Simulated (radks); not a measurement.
Initial-state core-level shifts of neutral lead when its valence configuration changes from [Hg] 6p2. All-electron calculation, Dirac Kohn-Sham, PBEsol, spin-unpolarised, spherical densities, point nucleus; open shells fill j = l - 1/2 first. Program: a radial shooting solver on a logarithmic mesh with Libxc functionals. Shifts are changes of the shell-averaged eigenvalues in eV (positive: less bound).

\begin{tabular}{lrrrr}
valence & 1s & 3s & 4s & 4d \\ \hline
[Xe] 4f12 5d10 6s2 6p4 & -40.925 & -48.781 & -42.379 & -39.737 \\
[Xe] 4f13 5d10 6s2 6p3 & -20.084 & -23.925 & -20.913 & -19.618 \\
[Xe] 4f10 5d10 6s2 6p6 & -84.857 & -101.235 & -86.872 & -81.404 \\
[Xe] 4f14 5d9.5 6s2 6p2.5 & -2.998 & -3.066 & -3.033 & -3.029 \\
[Xe] 4f14 5d8 6s2 6p4 & -12.019 & -12.302 & -12.136 & -12.114 \\
[Xe] 4f12 5d9 6s2 6p5 & -47.318 & -55.326 & -48.779 & -46.113 \\
[Xe] 4f11 5d10 6s2 6p5 & -62.521 & -74.559 & -64.376 & -60.341 \\
[Xe] 4f14 5d10 6s1 6p3 & -2.157 & -2.112 & -2.118 & -2.115 \\
[Xe] 4f11 5d9 6s2 6p6 & -69.126 & -81.321 & -70.950 & -66.884 \\
\end{tabular}
